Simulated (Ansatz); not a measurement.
Ansatz (a quantum-chemistry and plane-wave program) input (CCSD(T)/def2-SVPD):

Ansatz 0.2 input:
```yaml
crystal:
  periodic: [false, false, false]
  atoms:
    - {symbol: Ta, position_ang: [0.01347492, 0.03043042, 0.01818850]}
    - {symbol: H, position_ang: [-0.66633437, -1.85650560, 0.29574732]}
    - {symbol: H, position_ang: [-0.99807670, 1.39822351, 0.40724257]}
    - {symbol: H, position_ang: [-0.72125467, -1.76799926, -0.50058149]}
    - {symbol: H, position_ang: [-0.32023902, -0.36896754, -1.63594590]}
    - {symbol: H, position_ang: [1.72223583, 0.37382831, 0.10577683]}
basis:
  gaussian:
    orbitals: def2-SVPD
total_charge: 1
magnetization: {spin_polarized: true, initial_magnetization: 1}
correlation: {method: ccsd_t, electrons: outside_noble_gas}
output: {forces: true}
```

End of the output:

```
mean field evaluation 32: about -1601.8797 eV, gradient 1.3e-1 eV
mean field evaluation 64: about -1601.8810 eV, gradient 2.1e-3 eV
mean field evaluation 96: about -1600.8137 eV, gradient 3.0e-2 eV
mean field evaluation 128: about -1601.8810 eV, gradient 7.0e-3 eV
mean field evaluation 160: about -1600.1617 eV, gradient 1.8e0 eV
mean field evaluation 192: about -1599.4711 eV, gradient 1.6e-3 eV
mean field evaluation 224: about -1601.2206 eV, gradient 1.8e0 eV
mean field evaluation 256: about -1601.8810 eV, gradient 6.4e-6 eV
mean field -1602.52049402 eV, -58.8915419277 hartree, gradient 2.7e-6 eV, S^2 0.762151; 7 other end points of the search recorded, 0 dependent functions left out
determinant -1602.52049402 eV, -58.8915419277 hartree, with singles and doubles -1607.37576232 eV, -59.0699697469 hartree
determinant -1601.88101065 eV, -58.8680413473 hartree, with singles and doubles -1606.70262517 eV, -59.0452324129 hartree
determinant -1600.81368634 eV, -58.8288179025 hartree, with singles and doubles -1605.68850020 eV, -59.0079640076 hartree
determinant -1599.94066223 eV, -58.7967348583 hartree, with singles and doubles -1604.76760897 eV, -58.9741218792 hartree
determinant -1599.47108197 eV, -58.7794781020 hartree, with singles and doubles -1604.27524755 eV, -58.9560279306 hartree
4 core orbitals not correlated
reference -1602.52049402 eV, -58.8915419277 hartree; 5, 4 occupied and 66, 67 virtual orbitals, 719 factors
densities: 0.46 GiB planned
second order -3.86145053 eV of doubles, -0.00000000 eV of singles
coupled cluster: 0.33 GiB planned
cycle   1  -4.79516733 eV  change   -2.1e-1 eV  update   2.2e-2
cycle   2  -4.80555934 eV  change   -1.0e-2 eV  update   6.4e-3
cycle   3  -4.80934010 eV  change   -3.8e-3 eV  update   2.7e-3
cycle   4  -4.81212179 eV  change   -2.8e-3 eV  update   1.1e-3
cycle   5  -4.81263707 eV  change   -5.2e-4 eV  update   5.6e-4
cycle   6  -4.81282576 eV  change   -1.9e-4 eV  update   3.0e-4
cycle   7  -4.81285775 eV  change   -3.2e-5 eV  update   1.9e-4
cycle   8  -4.81282279 eV  change    3.5e-5 eV  update   1.1e-4
cycle   9  -4.81280305 eV  change    2.0e-5 eV  update   5.4e-5
cycle  10  -4.81279997 eV  change    3.1e-6 eV  update   2.4e-5
cycle  11  -4.81280352 eV  change   -3.5e-6 eV  update   1.1e-5
cycle  12  -4.81280490 eV  change   -1.4e-6 eV  update   5.1e-6
cycle  13  -4.81280430 eV  change    6.0e-7 eV  update   2.4e-6
cycle  14  -4.81280431 eV  change   -1.3e-8 eV  update   1.1e-6
cycle  15  -4.81280366 eV  change    6.5e-7 eV  update   5.3e-7
cycle  16  -4.81280359 eV  change    7.5e-8 eV  update   2.5e-7
perturbative correction -0.11807171 eV, -0.0043390553 hartree
the calculation of the forces begins
Total energy: -1607.45136931 eV, -59.0727482525 hartree
Atom 0 at     0.013475     0.030430     0.018188 Å, force     0.025744     0.021104     0.160594 eV/Å
Atom 1 at    -0.666334    -1.856506     0.295747 Å, force    -0.022461    -0.102241     0.144738 eV/Å
Atom 2 at    -0.998077     1.398224     0.407243 Å, force    -0.111137     0.151481     0.037496 eV/Å
Atom 3 at    -0.721255    -1.767999    -0.500581 Å, force    -0.041054    -0.061288    -0.162197 eV/Å
Atom 4 at    -0.320239    -0.368968    -1.635946 Å, force    -0.038608    -0.048073    -0.185030 eV/Å
Atom 5 at     1.722236     0.373828     0.105777 Å, force     0.187516     0.039016     0.004399 eV/Å
Dipole moment:    -0.149477    -0.465450     0.232795 e Å
```

The spin state was set by rule; other spins were not relaxed.
